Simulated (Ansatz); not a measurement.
Atomisation energy of compounds of I, in kcal/mol, species as SMILES. Terms: spin-orbit terms left out; atomisation electronic, to ground-state atoms; def2 sets with scalar-relativistic core potentials past Kr; STO-3G and 3-21G all-electron and non-relativistic; no dispersion term unless named; open shells spin-unrestricted. First-principles rows: single points at B3LYP-D3(BJ) geometries (Ansatz, a quantum-chemistry and plane-wave program).

wB97M-V/def2-TZVPD (Ansatz) is a level with limits of its own, not a measurement.

The rows were drawn at random among computed neutral closed-shell members with both values; the withheld row is one of them. Species whose geometry shows other bonds than their SMILES are left out. No case is left out for the size of its miss. Left out are saddle points of the reference geometry, anions that the best level run finds unbound, excited spin states, species near biochemistry, 298 K rows of species without real B3LYP wavenumbers, cases with under five habitual levels, runs that failed or that the program found above a lower state of the same kind, table entries that another table contradicts, and a share of species set aside by lot. Sets whose x spans too little, or whose line has r² under 0.6, are not shown. A multiple bond counts once.

| species | bonds (x) | B3LYP/STO-3G (Ansatz) | wB97M-V/def2-TZVPD (Ansatz) | second minus first (y) |
|---|---|---|---|---|
| [Al][I] | 1 | 152.0 | 92.5 | -59.5 |
| [CH3][Ge]([CH3])([I])[I] [diiodo(dimethyl)germane] | 10 | 1109.0 | 871.8 | -237.2 |
| COB(I)I | 7 | 806.3 | 677.9 | -128.4 |
| CB(I)I | 6 | 686.8 | 553.1 | -133.7 |
| [F][Ge]([F])([F])[I] [trifluoro(iodo)germane] | 4 | 405.1 | 398.2 | -6.9 |

Fit the last column to a straight line in the number of bonds, and use it to estimate the value at wB97M-V/def2-TZVPD (Ansatz) for [B]I, which has 1 bonds and 106.2 kcal/mol at B3LYP/STO-3G (Ansatz).

Means: x 5.600, y -113.140. Sums about the means: Sxx 45.2, Sxy -992.18. Slope b = Sxy/Sxx = -21.95, intercept a = mean y - b·mean x = 9.78; the rows scatter about the line by 41.06 (root mean square), r² = 0.72. A constant correction, the mean of y, would give -6.9 kcal/mol. Correction a + b·1 = -12.17 kcal/mol. Prediction for [B]I: 94.0 kcal/mol. The value at wB97M-V/def2-TZVPD (Ansatz) is 84.7 kcal/mol, so the fit misses by +9.3 kcal/mol, against +21.5 kcal/mol without it. The fit is meant for species like these alone.
